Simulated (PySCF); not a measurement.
A small calculation by hand: entropy of an ideal gas

Cd(OH)(SH) (CdH2OS), SMILES [OH][Cd][SH].

Geometry optimised at r2SCAN-D4/def2-TZVP. The def2 effective core potentials stand for the cores of Cd; spin–orbit coupling is left out. Other conformers were not sampled.

r2SCAN-D4/def2-TZVP (PySCF) gives the harmonic wavenumbers 110, 116, 141, 349, 593, 656, 783, 2680, 3815 cm⁻¹ and the rotational temperatures 9.5483, 0.1033, 0.1029 K. The molar mass is 162.49 g/mol, the symmetry number 1, the spin multiplicity 1.

Q: Work out the entropy at 298.15 K and 1 atm in the rigid-rotor, harmonic-oscillator model.

A: 
Translation (Sackur–Tetrode at 1 atm): S = R[1.5 ln M + 2.5 ln T − 1.16487] = 172.2 J/(mol K).
Rotation: q = (√π/σ) T^1.5/√(θA θB θC) = 28600, S = R[ln q + 3/2] = 97.8 J/(mol K).
Vibration: with u = 1.4388 ν/T, each mode gives R[u/(e^u − 1) − ln(1 − e^−u)]:
| ν (cm⁻¹) | modes | u | S (J/(mol K)) |
|---|---|---|---|
| 110 | 1 | 0.53 | 13.68 |
| 116 | 1 | 0.56 | 13.25 |
| 141 | 1 | 0.68 | 11.67 |
| 349 | 1 | 1.68 | 4.90 |
| 593 | 1 | 2.86 | 1.93 |
| 656 | 1 | 3.17 | 1.52 |
| 783 | 1 | 3.78 | 0.93 |
The stiffer modes add less than 0.005 each. Sum 47.9 J/(mol K).
Spin: R ln 1 = 0.0 J/(mol K).
Total 317.9 J/(mol K); the program's own thermochemistry gives 318.0. Translation makes up 54 % and vibration 15 %. Anharmonicity, hindered rotation and orbital degeneracy are left out.
